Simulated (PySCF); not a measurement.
The linear singlet lies higher and needs more than one determinant, so no gap is given.

B3LYP has the VWN-RPA correlation part, as in Gaussian. 

Cartesian coordinates (Å):
```xyz
3

N     -1.3294    -0.0014     0.0000
C     -0.1260     0.0015     0.0000
S      1.4555    -0.0002     0.0000
```
Charge +1, spin multiplicity 3.

Q: Give the total energy and highest occupied spin orbital at the level B3LYP-D3(BJ)/def2-TZVP (PySCF).

A: 
```yaml
total_energy: -490.6682 Ha
highest_occupied_spin_orbital: -16.89 eV
```
